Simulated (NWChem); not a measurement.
Molecule: C2H5FSi; SMILES F/C=C\[SiH3]

```xyz
9

F      0.7438     1.6633     0.0000
C     -0.5445     1.3260     0.0000
C     -0.9408     0.0561     0.0000
Si     0.2484    -1.3923     0.0000
H     -1.1937     2.2085     0.0000
H     -2.0226    -0.1064     0.0000
H      1.1225    -1.3722     1.2116
H     -0.5455    -2.6571     0.0000
H      1.1225    -1.3722    -1.2116
```
Atoms are numbered in this order, from 1.

All runs: NWChem. Geometry optimised at PBE0/def2-SVP; all other runs use it. 

```
quantity                                                         level  value
--------------------------------------------------  ------------------  -----
anisotropy (bohr³), static                               PBE/def2-SVPD   21.9
solvation free energy (kcal/mol) in water           PBE0/def2-SVP, SMD    ___
vertical, lowest state with f > 0.02, singlet (eV)  PBE/def2-SVPD, TDA   6.68
vertical ionisation energy, ΔSCF (eV)                     PBE/def2-SVP    ___
dipole (D)                                               PBE0/def2-SVP    ___
highest harmonic frequency (cm⁻¹)                        PBE0/def2-SVP   3225
```

Q: Fill in the missing entries.

A: 
- solvation free energy (kcal/mol) in water, value: 2.0
- vertical ionisation energy, ΔSCF (eV), value: 9.75
- dipole (D), value: 1.52
